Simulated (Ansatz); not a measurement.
Species: CH₇B₂N, SMILES `BC(B)N` (charge 0, multiplicity 1).

Give a relaxed geometry from Ansatz (a program for electronic structure) with B3LYP-D3(BJ)/def2-TZVP.

One answer among several that fit: the end point of this relaxation, one of several conformers (outside a Z-matrix the atoms follow the SMILES, hydrogens last).
Bonded distances (Å): B1–C2 1.546, B1–H5 1.190, B1–H6 1.195, C2–B3 1.546, C2–N4 1.450, C2–H7 1.123, B3–H8 1.190, B3–H9 1.195, N4–H10 1.011, N4–H11 1.011. Bond angles (°): C2–B1–H5 120.0, C2–B1–H6 120.1, H5–B1–H6 119.9, B1–C2–B3 107.4, B1–C2–N4 119.3, B1–C2–H7 97.6, B3–C2–N4 119.3, B3–C2–H7 97.6, N4–C2–H7 111.4, C2–B3–H8 120.0, C2–B3–H9 120.1, H8–B3–H9 119.9, C2–N4–H10 112.5, C2–N4–H11 112.5, H10–N4–H11 108.9.
